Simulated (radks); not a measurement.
The numbers below are computed, except where a source is named.
Sb3+, 48 electrons, occupied as [Kr] 4d10 5p2 (not the ground configuration). Level of theory: Dirac Kohn-Sham, PBEsol, spin-unpolarised, spherical densities, finite nucleus; open shells fill j = l - 1/2 first; Fermi nuclear charge, rms radius 4.6802 fm (a radial shooting solver on a logarithmic mesh with Libxc functionals).

Unscreened Slater integrals over Kohn-Sham orbitals (eV). Large and small components are both included. Empty in this configuration: 5p3/2.

| integral | value |
|---|---|
| F0(5p1/2,5p1/2) | 10.749 |
| F0(5p1/2,4d5/2) | 13.278 |
| G3(5p1/2,4d5/2) | 1.2832 |
| F0(5p1/2,4d3/2) | 13.298 |
| G1(5p1/2,4d3/2) | 1.3847 |
| F0(5p1/2,4p3/2) | 13.543 |
| G2(5p1/2,4p3/2) | 0.84213 |
| F0(5p1/2,5p3/2) | 10.586 |
| G2(5p1/2,5p3/2) | 5.7524 |
| F0(4d5/2,4d5/2) | 24.080 |
| F2(4d5/2,4d5/2) | 12.142 |
| F4(4d5/2,4d5/2) | 8.0213 |
| F0(4d5/2,4d3/2) | 24.223 |
| F2(4d5/2,4d3/2) | 12.211 |
| G2(4d5/2,4d3/2) | 12.201 |
| G4(4d5/2,4d3/2) | 8.0616 |
| F0(4d5/2,4p3/2) | 25.996 |
| F2(4d5/2,4p3/2) | 13.135 |
| G1(4d5/2,4p3/2) | 16.703 |
| G3(4d5/2,4p3/2) | 10.308 |
| F0(4d5/2,5p3/2) | 12.929 |
| F2(4d5/2,5p3/2) | 3.7548 |
| G1(4d5/2,5p3/2) | 1.2666 |
| G3(4d5/2,5p3/2) | 1.1604 |
| F0(4d3/2,4d3/2) | 24.368 |
| F2(4d3/2,4d3/2) | 12.284 |
| F0(4d3/2,4p3/2) | 26.177 |
| F2(4d3/2,4p3/2) | 13.256 |
| G1(4d3/2,4p3/2) | 16.872 |
| G3(4d3/2,4p3/2) | 10.420 |
| F0(4d3/2,5p3/2) | 12.948 |
| F2(4d3/2,5p3/2) | 3.7126 |
| G1(4d3/2,5p3/2) | 1.2247 |
| G3(4d3/2,5p3/2) | 1.1302 |
| F0(4p3/2,4p3/2) | 28.443 |
| F2(4p3/2,4p3/2) | 14.912 |
| F0(4p3/2,5p3/2) | 13.179 |
| F2(4p3/2,5p3/2) | 3.1705 |
| G0(4p3/2,5p3/2) | 0.63820 |
| G2(4p3/2,5p3/2) | 0.81792 |
| F0(5p3/2,5p3/2) | 10.432 |
| F2(5p3/2,5p3/2) | 5.6910 |
